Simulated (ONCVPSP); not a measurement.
LDA (Perdew-Wang 92) ONCV dataset for Er, scalar-relativistic all-electron reference.

```json
{
  "Element": "erbium",
  "Generator": "ONCVPSP 4.0.1",
  "Type": "optimised norm-conserving Vanderbilt (ONCV)",
  "Functional": "LDA (Perdew-Wang 92)",
  "Relativity": "scalar-relativistic",
  "Frozen core": "[Kr] 4d10 4f11",
  "Valence charge": "11",
  "Reference configuration": "5s2 5p6 5d1 6s1.75 6p0.25",
  "Partial waves": "5s+6s: rc 1.75 bohr, ncon 3, nbas 7, qcut 6.2 1/bohr, 3 projectors, debl 3.1 Ha; 5p+6p: rc 2.10 bohr, ncon 3, nbas 8, qcut 6.1 1/bohr, 3 projectors, debl 0.5 Ha; 5d: rc 2.35 bohr, ncon 3, nbas 7, qcut 4.3 1/bohr, 2 projectors, debl 1.7 Ha",
  "Local potential": "polynomial inside 1.25 bohr (lpopt 5, dvloc0 2 Ha)",
  "Core correction": "none"
}
```

- Cutoffs needed: 15 Ha and 17 Ha (the cutoffs (Ha) at which the residual kinetic energy of the hardest occupied pseudo-wave falls to 1 and 0.1 mHa per electron)
- Ghost test: no bound ghost flagged; GHOST(+) flagged for s at 232.2 eV
- Configuration tests: 1 of 4 tests not solved or not reliable
